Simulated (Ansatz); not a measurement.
Start from `C[Si](S)(Cl)Cl` and change one atom or group to get `C[Si](S)(Cl)C=O`.

Ansatz, PBE0-D4/def2-TZVP geometries, multiplicity 1. Each molecule was computed in one conformer, which needn't be the lowest.

| property | `C[Si](S)(Cl)Cl` |
| --- | --- |
| size of the dipole moment (PBE/def2-TZVPP) / D | 2.21 |
| HOMO energy (B3LYP/def2-TZVPP) / eV | -7.61 |
| HOMO–LUMO gap (PBE0/def2-TZVPP) / eV | 7.96 |
| HOMO energy (PBE/def2-TZVPP) / eV | -6.61 |
| HOMO–LUMO gap (B3LYP/def2-TZVPP) / eV | 7.44 |
| size of the dipole moment (B3LYP/def2-TZVPP) / D | 2.24 |

Question: Give the same properties after the change, and the shifts. (An estimate is asked.)

Answer: Ansatz gave: 
```csv
property,`C[Si](S)(Cl)C=O`,shift
size of the dipole moment (PBE/def2-TZVPP) / D,1.23,-0.98
HOMO energy (B3LYP/def2-TZVPP) / eV,-6.88,0.73
HOMO–LUMO gap (PBE0/def2-TZVPP) / eV,5.22,-2.74
HOMO energy (PBE/def2-TZVPP) / eV,-5.64,0.97
HOMO–LUMO gap (B3LYP/def2-TZVPP) / eV,4.78,-2.66
size of the dipole moment (B3LYP/def2-TZVPP) / D,1.21,-1.03
```

With PBE0 the HOMO rises by 0.80 eV and the LUMO falls by 1.94 eV, so the gap narrows by about 2.74 eV. PBE moves the HOMO by 0.97 eV and ωB97M-V by 0.75 eV. Dipoles are sizes alone; their direction can turn.

B3LYP here is the variant with VWN-RPA as its local correlation; programs differ in this.
